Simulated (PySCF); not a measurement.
Species: C5H14P2.
Numbering: `[CH3:1][CH2:2][CH2:3][P:4]([CH3:5])[CH2:6][PH2:7]` (hydrogens: H8, H9, H10 on C1; H11, H12 on C2; H13, H14 on C3; H15, H16, H17 on C5; H18, H19 on C6; H20, H21 on P7)

The same species was optimised twice, with GFN2-xTB and with PBE0-D3(BJ)/def2-SVP (PySCF), and the same property calculations (PySCF, gas phase) were run on both structures.

| coordinate | GFN2-xTB | PBE0-D3(BJ)/def2-SVP | change |
| --- | --- | --- | --- |
| P4–C6 (Å) | 1.867 | 1.862 | -0.005 |
| C1–C2 (Å) | 1.524 | 1.521 | -0.003 |
| C3–P4 (Å) | 1.859 | 1.858 | -0.001 |
| P4–C5 (Å) | 1.850 | 1.851 | +0.001 |
| C6–P7 (Å) | 1.868 | 1.869 | +0.001 |
| C2–C3 (Å) | 1.524 | 1.525 | +0.001 |
| C3–P4–C6 (°) | 97.3 | 100.0 | +2.7 |
| C5–P4–C6 (°) | 99.0 | 101.1 | +2.1 |
| C1–C2–C3 (°) | 111.3 | 112.9 | +1.6 |
| C3–P4–C5 (°) | 99.2 | 100.4 | +1.2 |
| C2–C3–P4 (°) | 112.6 | 113.0 | +0.4 |
| P4–C6–P7 (°) | 117.3 | 117.3 | 0.0 |
| C1–C2–C3–P4 (°) | -175 | -176 | -1 |
| C2–C3–P4–C5 (°) | -71 | -71 | 0 |
| C3–P4–C6–P7 (°) | 56 | 57 | +1 |

Rotational constants: A = 2452, B = 918.3, C = 800.2 MHz (GFN2-xTB) against A = 2493, B = 883.4, C = 776.8 MHz (PBE0-D3(BJ)/def2-SVP). Point groups within 0.08 Å: C1 and C1.

On the GFN2-xTB structure: HOMO (eV) -6.43 [PBE0/pcSseg-1]; LUMO (eV) 0.63 [PBE0/pcSseg-1]; dipole (D) 0.48 [PBE0/pcSseg-1]; GIAO shielding of C1 (ppm) 167.8 [PBE0/pcSseg-1]; GIAO shielding of C2 (ppm) 164.0 [PBE0/pcSseg-1]; GIAO shielding of C3 (ppm) 151.3 [PBE0/pcSseg-1]; GIAO shielding of P4 (ppm) 383.3 [PBE0/pcSseg-1]; GIAO shielding of C5 (ppm) 174.4 [PBE0/pcSseg-1]; GIAO shielding of C6 (ppm) 171.2 [PBE0/pcSseg-1]; GIAO shielding of P7 (ppm) 526.2 [PBE0/pcSseg-1].

Question: What do these properties become on the PBE0-D3(BJ)/def2-SVP structure?

Answer: 
| property | level | on GFN2-xTB | on PBE0-D3(BJ)/def2-SVP | change |
| --- | --- | --- | --- | --- |
| HOMO (eV) | PBE0/pcSseg-1 | -6.43 | -6.36 | +0.07 |
| LUMO (eV) | PBE0/pcSseg-1 | 0.63 | 0.61 | -0.02 |
| dipole (D) | PBE0/pcSseg-1 | 0.48 | 0.43 | -0.05 |
| energy, GFN2-xTB geometry as zero (kcal/mol) | PBE0/pcSseg-1 | 0.0 | -1.8 | -1.8 |
| GIAO shielding of C1 (ppm) | PBE0/pcSseg-1 | 167.8 | 166.0 | -1.8 |
| GIAO shielding of C2 (ppm) | PBE0/pcSseg-1 | 164.0 | 162.6 | -1.4 |
| GIAO shielding of C3 (ppm) | PBE0/pcSseg-1 | 151.3 | 152.1 | +0.8 |
| GIAO shielding of P4 (ppm) | PBE0/pcSseg-1 | 383.3 | 372.4 | -10.9 |
| GIAO shielding of C5 (ppm) | PBE0/pcSseg-1 | 174.4 | 174.1 | -0.3 |
| GIAO shielding of C6 (ppm) | PBE0/pcSseg-1 | 171.2 | 171.4 | +0.2 |
| GIAO shielding of P7 (ppm) | PBE0/pcSseg-1 | 526.2 | 502.4 | -23.8 |

The heavy atoms differ by 0.052 Å rms after alignment. Among bonds between heavy atoms P4–C6 changes most (-0.005 Å). Changes are differences of the printed values. Neither structure is proved a minimum here.

The values belong to the conformer `[CH3:1][CH2:2][CH2:3][P:4]([CH3:5])[CH2:6][PH2:7]`: C1–C2–C3–P4 -176°, C2–C3–P4–C5 -71°, C3–P4–C6–P7 57°, H–P7–C6–P4 84°, H–P7–C6–P4 178°.
